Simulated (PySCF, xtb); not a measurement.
C₂H₅NOSi, SMILES N#CC[SiH2]O.

GFN2-xTB run with xtb at its own geometry gives an orbital gap of 5.66 eV and a dipole moment of 5.12 D.

Coordinates come from a B3LYP-D3(BJ)/def2-SVP optimisation. This is a generated structure with no PubChem entry under its InChIKey; it may be hypothetical. The values are those of a single conformer.

Problem. What does PBE/def2-TZVP run with PySCF give? (Estimate from the structure and the level; the computed values follow.)

Solution. gap 6.40 eV (levels -7.56 and -1.16 eV), dipole 4.58 D.
